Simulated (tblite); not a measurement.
Compound: C₇H₁₅OP.
Geometry (GFN2-xTB, Å), atoms numbered from 1 in this order:
```xyz
24
C7H15OP angstrom
C      3.7762   -0.0719   -1.2121
C      3.0462   -0.1341   -0.1128
C      1.7620    0.5924    0.0789
P      0.2959   -0.5306   -0.2518
C      0.4517   -1.6282    1.2343
C     -0.9993    0.6419    0.4102
C     -2.4115    0.1081    0.1923
C     -2.7940    0.1551   -1.2872
O     -2.8667    1.4673   -1.7901
H      3.4830    0.5406   -2.0489
H      4.6924   -0.6262   -1.3220
H      3.3630   -0.7596    0.7121
H      1.6825    1.4157   -0.6352
H      1.6811    0.9868    1.0963
H     -0.4643   -2.2047    1.3498
H      0.6366   -1.0536    2.1412
H      1.2713   -2.3248    1.0700
H     -0.8175    0.8266    1.4732
H     -0.8931    1.5861   -0.1307
H     -2.4882   -0.9230    0.5429
H     -3.1253    0.7096    0.7657
H     -2.0220   -0.3426   -1.8799
H     -3.7495   -0.3681   -1.4410
H     -3.5225    1.9567   -1.2807
```

All values are computed: GFN2-xTB (tblite) harmonic vibrations without scaling, gas phase. Errors from tens to a few hundred cm⁻¹ against measured bands are possible. One conformer, not necessarily the lowest.

Harmonic wavenumbers (cm⁻¹): 32.7, 40.2, 52.5, 69.8, 121.6, 146.5, 181.3, 190.2, 237.7, 291.5, 301.9, 327.9, 367.7, 428.3, 496.2, 586.0, 664.9, 712.9, 761.4, 771.8, 804.8, 866.9, 886.8, 896.3, 913.1, 932.0, 957.7, 1001.5, 1018.7, 1046.5, 1064.8, 1106.1, 1114.9, 1150.5, 1175.4, 1195.3, 1237.6, 1273.5, 1295.2, 1316.1, 1317.5, 1337.4, 1344.9, 1405.4, 1428.0, 1438.1, 1445.9, 1463.3, 1468.4, 1481.0, 1707.2, 2868.0, 2920.3, 2926.2, 2933.1, 2955.9, 2961.5, 2973.7, 2978.2, 2983.0, 3011.8, 3020.1, 3050.4, 3100.7, 3127.7, 3539.7.

A = 2414, B = 627.6, C = 549.2 MHz; mass 146.086 u (most abundant isotopes); point group C1, symmetry number 1.

**Question.** What is the zero-point energy?

**Answer.** ½Σν̃ = 44612 cm⁻¹ = 127.55 kcal/mol.

**Question.** What is S at 400 K and 1 bar for an ideal gas of classical rigid rotors and harmonic oscillators?

**Answer.** Translation 42.33, rotation 31.21, vibration 55.27: S = 128.8 cal/(mol K).

**Question.** And Cp and H(400 K) − H(0)?

**Answer.** Cp = 58.87 cal/(mol K), of which vibrations give 50.93 (their classical limit is 66 R = 131.2); H(400 K) − H(0) = 13.88 kcal/mol without the zero-point energy, 10.70 from vibrations.

**Question.** Which modes carry the vibrational entropy at 400 K?

**Answer.** 32.7 cm⁻¹: 6.24; 40.2 cm⁻¹: 5.83; 52.5 cm⁻¹: 5.30; 69.8 cm⁻¹: 4.74; 121.6 cm⁻¹: 3.65; 146.5 cm⁻¹: 3.28 cal/(mol K); the other 60 give 26.22 together.

**Question.** What must be added to the electronic energy to get the Gibbs energy at 400 K and 1 bar?

**Answer.** ZPE + [H(400 K) − H(0)] − T·S = 127.55 + 13.88 − 51.53 = 89.90 kcal/mol.

**Question.** How do the functions run with temperature in this model?

**Answer.** 
| T (K) | S (cal/(mol K)) | Cp (cal/(mol K)) | H − H(0) (kcal/mol) | G − H(0) (kcal/mol) | ln q(vib) |
| --- | --- | --- | --- | --- | --- |
| 50 | 63.8 | 16.7 | 0.61 | -2.58 | 1.32 |
| 100 | 77.6 | 23.6 | 1.62 | -6.14 | 3.44 |
| 298.15 | 113.4 | 46.4 | 8.51 | -25.30 | 10.87 |
| 373.15 | 124.8 | 55.7 | 12.34 | -34.24 | 13.44 |
| 500 | 143.1 | 69.6 | 20.32 | -51.25 | 17.68 |
| 750 | 175.4 | 89.2 | 40.35 | -91.17 | 25.65 |
| 1000 | 202.9 | 102.3 | 64.39 | -138.54 | 33.04 |

q(vib) and H(0) count from the zero-point level.

**Question.** Blend soft modes into free rotors: weight 1/[1 + (100 cm⁻¹/ν̃)⁴] for the oscillator and the rest for a rotor with moment μB/(μ + B), μ = h/(8π²ν), B = 10⁻⁴⁴ kg m². What vibrational entropy results?

**Answer.** 48.82 cal/(mol K) in place of 55.27, which changes −T·S at 400 K by +2.58 kcal/mol.

Hindered rotation and anharmonicity are outside this model. Other conformers, if any are populated, would add a mixing term that is left out. The structure is chiral; the term R ln 2 for an equal mix with its mirror image is left out.
